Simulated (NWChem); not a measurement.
Molecule: C2H2BrF; SMILES C(F)(=C)Br

```xyz
6

C     -1.2106     1.6335     0.0000
C     -0.0779     0.9424     0.0000
F      1.1116     1.5110     0.0000
Br     0.0304    -0.9313     0.0000
H     -2.1741     1.1277     0.0000
H     -1.1652     2.7243     0.0000
```
Atoms are numbered in this order, from 1.

Level: PBE0/def2-SVP (NWChem), optimised geometry, unscaled harmonic frequencies. This build's default masses of Se (78.918 u) and Br (79.917 u) are each other's, which moves their modes by up to 0.6 %.

```
frequency (cm⁻¹)  IR intensity (km/mol)
----------------  ---------------------
330                                 0.1
372                                 0.1
512                                 1.6
629                                36.4
724                                 0.3
859                                59.9
964                                27.6
1221                              210.6
1378                                9.0
1748                              148.4
3202                                6.8
3324                                2.6
```

```
Item                                                                               Result
-----------------------------------------------------------------------  ----------------
zero-point energy                                                           21.8 kcal/mol
thermal correction to the enthalpy at 298.15 K (with zero-point energy)     25.0 kcal/mol
heat capacity Cv                                                         13.4 cal/(mol K)
entropy at 298.15 K and 1 atm (symmetry number 1)                        70.1 cal/(mol K)
dipole moment                                                                      1.17 D
```

Rigid rotor and harmonic oscillator.
